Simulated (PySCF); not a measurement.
Compound: Ge(NMe2)H3, C2H9GeN.
SMILES: `[H][Ge]([H])([H])[N](C)C`

Method used: PBE0-D3(BJ)/def2-SVP geometry optimisation, gas phase (PySCF 2.14.0).

Masses are those of the commonest isotopes; rigid-rotor values at the optimised geometry. 

Give the principal moments of inertia and the rotational constants in GHz.

Ia = 60.72, Ib = 174.07, Ic = 220.56 u·Å²; 505379 MHz·u·Å²/I gives 8323, 2903 and 2291 MHz, that is A = 8.3226, B = 2.9032, C = 2.2914 GHz.

Classify the top.

An asymmetric top: κ = (2 × 2903 − 8323 − 2291)/(8323 − 2291) = -0.80.

What does the inertial defect say?

Not planar: Δ = Ic − Ia − Ib = -14.24 u·Å². For a rigid frame Δ = −2 Σ m c², so Σ m c² = 7.12 u·Å² lies off the ab plane: 6.39 from hydrogen and 0.73 from heavier atoms. The atom farthest from that plane is 1.50 Å away.

Give the other two planar moments, Paa and Pbb, and the rms extents of the mass along the axes.

Paa = Σ m a² = (Ib + Ic − Ia)/2 = 166.95 and Pbb = Σ m b² = (Ia + Ic − Ib)/2 = 53.60 u·Å². With the mass M = 120.99 u, the rms extents √(P/M) along a, b and c are 1.17, 0.67, 0.24 Å.

Predict some low-J microwave lines.

The dipole components are |μa| = 0.38 D, |μb| = 0.00 D, |μc| = 0.26 D; the mirror of this Cs structure is the ac plane, so μb vanishes by symmetry and there are no b-type lines. The squared components, which scale the intensities, stand as 1.00 : 0.49 (a : c). Some lines, for components of 0.1 D or more:

| type | branch | J(Ka,Kc) | MHz | lower level (cm⁻¹) |
| --- | --- | --- | --- | --- |
| c | Q | 4(1,4) ← 4(0,4) | 3260 | 1.709 |
| c | Q | 3(1,3) ← 3(0,3) | 4103 | 1.032 |
| a | R | 1(0,1) ← 0(0,0) | 5195 | 0.000 |
| a | Q | 4(1,3) ← 4(1,4) | 6102 | 1.818 |
| a | R | 2(1,2) ← 1(1,1) | 9777 | 0.354 |
| c | R | 2(1,1) ← 1(0,1) | 17032 | 0.173 |
| a | R | 4(3,2) ← 3(3,1) | 20869 | 2.759 |
| a | R | 4(2,2) ← 3(2,1) | 21212 | 1.812 |
| c | R | 2(2,0) ← 1(1,0) | 27308 | 0.374 |
| c | R | 4(1,3) ← 3(0,3) | 29668 | 1.032 |
| c | R | 4(2,2) ← 3(1,2) | 36827 | 1.291 |
| c | R | 3(3,0) ← 2(2,0) | 44193 | 1.285 |
| c | R | 3(3,1) ← 2(2,1) | 44240 | 1.284 |
| c | R | 4(3,1) ← 3(2,1) | 49300 | 1.812 |
| c | R | 4(4,0) ← 3(3,0) | 60862 | 2.759 |

Whether it is a minimum is left open (no frequencies). These are rigid-rotor constants of the computed structure; measured ground-state constants (B0) also hold zero-point vibration. A rigid rotor knows nothing of internal rotation, which can split or shift real lines. Quadrupole hyperfine structure (14N) is left out.

Hardware: one thread, Intel Xeon at 2.50 GHz (x86_64), shared host with 64 logical CPUs at a one-minute load of 50. Cost: 1.9 min wall, 87 s CPU, 0.49 GiB resident at most. That covers the optimisation of the geometry.
